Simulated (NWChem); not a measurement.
Molecule: CH₃ClTe; SMILES Cl[Te]C

Computed with NWChem. Coordinates come from a PBE0/def2-SVP optimisation. def2 effective core potentials on Te; no spin-orbit coupling. Level M06-2X/def2-SVP: energy and gradient on several grids; changes count from the extra-fine grid, which is no exact limit either.

| grid | size of the energy change (μHa) | largest change of a gradient component (μHa/bohr) | time, medium = 1 (rough) |
|---|---|---|---|
| xcoarse | 6000 | 6000 | about 1 |
| coarse | 90 | 900 | about 1 |
| medium | < 10 | 200 | about 1 |
| fine | < 10 | < 30 | about 1 |
| xfine | < 10 | < 30 | 2 |
